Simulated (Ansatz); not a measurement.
Ideal-gas functions of `[SH][SnH2][SeH]` at 800 K and 1 bar, from an Ansatz frequency run at PBE0-D4/def2-TZVP.

Molar mass 233.77 g/mol, point group C1 (symmetry number 1), electronic degeneracy 1, moments of inertia 110.257, 458.417, 554.046 u Å². Harmonic wavenumbers (cm⁻¹, unscaled): 37, 96, 139, 243, 349, 357, 500, 607, 645, 685, 727, 1945, 1970, 2447, 2714.

Use S(trans) = R[1.5 ln M + 2.5 ln T − 1.1517]; rotational temperatures θ = 24.2544 K / I; S(rot) = R[ln(√π/σ · √(T³/θAθBθC)) + 1.5]; for each mode x = 1.438777 ν̃/T, S = R[x/(eˣ − 1) − ln(1 − e⁻ˣ)] and H = RT x/(eˣ − 1); 1 cm⁻¹ = 0.0119627 kJ/mol; R = 8.31446 J/(mol·K).

**Question.** By hand: the entropy, in J/(mol·K).

**Answer.** Translation 197.4. Rotation: θ = 0.22, 0.0529, 0.0438 K, giving 132.1. Vibration, mode by mode: 30.85, 22.93, 19.86, 15.26, 12.32, 12.14, 9.47, 7.99, 7.53, 7.09, 6.65, 1.16, 1.12, 0.56, 0.37, in all 155.3. Electronic 0.0. Sum 484.8 J/(mol·K).

**Question.** By hand: H − E and G − E in kJ/mol, counted from the electronic energy.

**Answer.** Zero-point energy ½ × 13461 × 0.0119627 = 80.5; thermal vibration 53.1; translation, rotation and pV give 4 RT = 26.6. H − E = 160.2 kJ/mol, and G − E = 160.2 − 800 × 484.8/1000 = -227.6 kJ/mol.

Vibration gives 32 % of the entropy, 73.6 J/(mol·K) of it from the modes under 150 cm⁻¹: soft modes count most, and the harmonic formula is weakest for them. The sum counts one conformer and one mirror image; others add a mixing term.
